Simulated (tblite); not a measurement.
Isomers of [C8H5O2]- (charge -1). Computed with GFN2-xTB (tblite): harmonic, unscaled wavenumbers at the GFN2-xTB geometry, gas phase. Errors from tens to a few hundred cm⁻¹ against measured bands are possible. One conformer each.

Electronic energies: GFN2-xTB at the same geometries; isomer energies are rough at this level and their order can be wrong.

```tsv
SMILES	electronic energy, lowest = 0 (kJ/mol)
C#Cc1cc(O)ccc1[O-]	32.3
C#Cc1cccc(O)c1[O-]	0.0
O=C([O-])c1ccc2c(c1)C2	33.3
C#Cc1ccc(O)cc1[O-]	18.7
```

Problem. How do GFN2-xTB zero-point energies change the relative energies?

Solution. 
```json
{"SMILES": "C#Cc1cccc(O)c1[O-]", "ZPE (kJ/mol)": "264.6", "of it from modes above 1550 cm⁻¹": "123.9", "electronic (kJ/mol)": "0.0", "with ZPE, lowest = 0 (kJ/mol)": "0.0", "lowest mode (cm⁻¹)": "95", "rings": "1"}
{"SMILES": "C#Cc1ccc(O)cc1[O-]", "ZPE (kJ/mol)": "264.6", "of it from modes above 1550 cm⁻¹": "127.8", "electronic (kJ/mol)": "18.7", "with ZPE, lowest = 0 (kJ/mol)": "18.7", "lowest mode (cm⁻¹)": "82", "rings": "1"}
{"SMILES": "C#Cc1cc(O)ccc1[O-]", "ZPE (kJ/mol)": "263.9", "of it from modes above 1550 cm⁻¹": "127.6", "electronic (kJ/mol)": "32.3", "with ZPE, lowest = 0 (kJ/mol)": "31.5", "lowest mode (cm⁻¹)": "99", "rings": "1"}
{"SMILES": "O=C([O-])c1ccc2c(c1)C2", "ZPE (kJ/mol)": "270.1", "of it from modes above 1550 cm⁻¹": "120.9", "electronic (kJ/mol)": "33.3", "with ZPE, lowest = 0 (kJ/mol)": "38.7", "lowest mode (cm⁻¹)": "24", "rings": "2"}
```

The zero-point energies span 6.2 kJ/mol, from `C#Cc1cc(O)ccc1[O-]` to `O=C([O-])c1ccc2c(c1)C2`. The order is unchanged.

Problem. What do entropy and thermal enthalpy add at 298.15 K and 1 bar (rigid rotor, harmonic oscillator, one conformer each)?

Solution. 
```
            SMILES  point group  symmetry number  S (J/(mol K))  H − H(0) (kJ/mol)  ZPE + H − H(0) − TS (kJ/mol)
C#Cc1cccc(O)c1[O-]           Cs                1          378.3              25.23                         177.0
C#Cc1ccc(O)cc1[O-]           Cs                1          383.8              26.03                         176.2
C#Cc1cc(O)ccc1[O-]           Cs                1          385.7              26.33                         175.2
```

Not tabulated: `O=C([O-])c1ccc2c(c1)C2` (lowest mode only 24 cm⁻¹).
